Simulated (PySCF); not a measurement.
Species: C5H5N2 (doublet state).
Z-matrix (Å and degrees, GFN2-xTB geometry), rows numbered from 1:
```
C 
C   1  1.4430
C   2  1.5457  1  118.75
N   3  1.4660  2   89.89  1  -106.44
C   4  1.2834  3   93.19  2    -1.25
C   5  1.3939  2  130.15  1   -61.79
N   6  1.1496  5  175.51  2   -23.87
H   1  1.0739  2  120.33  3    12.87
H   1  1.0740  2  119.50  3   175.91
H   2  1.0916  1  114.52  3   143.18
H   3  1.0887  2  115.34  1     7.88
H   3  1.0893  2  116.32  1   138.74
```

The hyperfine couplings belong to this conformer and change with its torsions.

As a line formula: `[CH2][C@@H]1CN=C1C#N` [radical].

The calculation used UKS B3LYP, pcH-1 on C H N, non-relativistic, mean-field spin-orbit, GIAO (PySCF 2.14.0). Isolated species at its GFN2-xTB geometry (one conformer only). Couplings are sensitive to structure, and on GFN2-xTB geometries they can be far from those on DFT ones. The SCF solution wasn't tested for stability.

Task: What is the g tensor, term by term?

Result: 
```json
{"Δg (ppm)": "relativistic mass correction", "1": "-150", "2": "-150", "3": "-150"}
{"Δg (ppm)": "gauge correction", "1": "6", "2": "34", "3": "31"}
{"Δg (ppm)": "orbital Zeeman/spin–orbit", "1": "-123", "2": "562", "3": "683"}
{"Δg (ppm)": "total", "1": "-267", "2": "446", "3": "564"}
```

So g = 2.00205, 2.00277, 2.00288 and g_iso = 2.00257; the tensor is close to axial: the two nearest values differ by 14 % of g3 − g1. Axes: g3 points within 15° of the C1–H8 bond.

Task: How much does each term add to the isotropic shift?

Result: The orbital-Zeeman/spin–orbit term 374, the mass correction -150 and the gauge correction 24 ppm, for a total of 248 ppm. The orbital-Zeeman/spin–orbit term is the largest in size. The mass correction is the same along every axis, so the anisotropy comes from the other two: their spans along these axes are 29 (gauge) and 805 ppm (orbital Zeeman/spin–orbit).

Task: What effective moment and Curie constant follow for a powder?

Result: With the mean of g² = 4.0103 and S(S+1) = 0.75: μ_eff = √(⟨g²⟩S(S+1)) = 1.734 μB and χT = 0.12505·⟨g²⟩·S(S+1) = 0.376 cm³ K/mol (cgs; spin-Hamiltonian part alone).

Task: What are the electron Larmor frequencies g μB B/h along the three axes at 3350 mT?

Result: 93.8711, 93.9045, 93.9100 GHz for g1, g2 and g3, a range of 38.9 MHz.

Task: In a frozen sample, at which fields do the three g values resonate at 9.5, 34, 94 and 263 GHz (hyperfine left aside), and which band first spreads them over more than twice a line width of 0.5 mT?

Result: 
| band | GHz | B(g3) mT | B(g2) mT | B(g1) mT | spread mT |
| --- | --- | --- | --- | --- | --- |
| X | 9.5 | 338.89 | 338.91 | 339.03 | 0.14 |
| Q | 34.0 | 1212.86 | 1212.93 | 1213.37 | 0.50 |
| W | 94.0 | 3353.21 | 3353.41 | 3354.60 | 1.39 |
| J | 263.0 | 9381.85 | 9382.40 | 9385.75 | 3.89 |

The spread grows in proportion to the frequency. W band is the first where it exceeds 1.0 mT.

The largest Mulliken spin populations are on C1 (+1.02), C2 (-0.09) and C5 (+0.07). No atom but C1 exceeds +0.15. The positive populations add up to 1.18 and the negative ones to -0.18, together 2S = 1. The angles at C1 add up to 357.9°, so it is nearly planar; its axial dipolar tensor and the negative couplings of its protons fit spin in a p orbital normal to that plane.

The HOMO–LUMO gaps are 4.01 eV among the α and 5.13 eV among the β orbitals.
